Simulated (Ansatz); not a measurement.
Species: H₃In, SMILES `[InH3]` (charge 0, multiplicity 1), formula H₃In.

How many basis functions does frozen-core CCSD(T)/def2-TZVPP // B3LYP-D3(BJ)/def2-TZVP (Ansatz, a program for electronic structure) use, how many core orbitals are frozen, and how many electrons are correlated?

92 basis functions and 4 frozen orbitals, which leaves 16 correlated electrons (filled d shells below the valence shell are correlated). Core time is of the order of seconds.
